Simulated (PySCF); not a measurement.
Unknown compound

The spectra below were simulated for a compound C$_{4}$F$_{10}$.

13C{1H} NMR (computed): δ 123.1 (C, qt, J = 356.4, 33.3 Hz), 111.6 (C, m).

Single conformer, isolated molecule, rapidly exchanging positions averaged, non-relativistic. J couplings at B3LYP/pcJ-1; coordinates at the PBE0-D3(BJ)/def2-SVP level; PBE0/pcSseg-1 with gauge-including orbitals; PySCF 2.14.

δ = σ(ref) − σ, references computed at the same level: TMS for 13C.

**Question.** Propose a structure and justify it.

**Answer.** 
Rings plus π bonds: 0. 2 carbon signals for 4 carbons: some carbons are equivalent by symmetry or fast rotation. Carbon types of the structure: 4 × C. δC 123.1: CF3 carbon; 3 electronegative neighbours deshield it. δC 111.6: fully substituted sp3 carbon bonded to 2 F; 2 electronegative neighbours deshield it.

These data were computed for SMILES FC(F)(F)C(F)(F)C(F)(F)C(F)(F)F.

The data come from this structure; uniqueness wasn't tested.

C–F couplings over four or more bonds (about 3 Hz to the para carbon of a fluoroarene) are left out. Common functionals overestimate the size of one-bond C–F couplings by tens of Hz; these are unscaled. Shifts are as computed. Against solution values, carbons near 30 ppm lie about +2 ppm off and those near 130 ppm about +5 ppm (rms about the fit 1.9 ppm; single classes can miss by 10 ppm). Of 1328 compounds with measured shifts, 309 miss one by over three times the rms of a fit or turn the order of signals round; such compounds aren't used in these exercises. Signals without a measured value on file couldn't be tested in this way; 1H shifts scatter by 0.2 ppm about their fit, and single ones miss by 0.5 ppm.
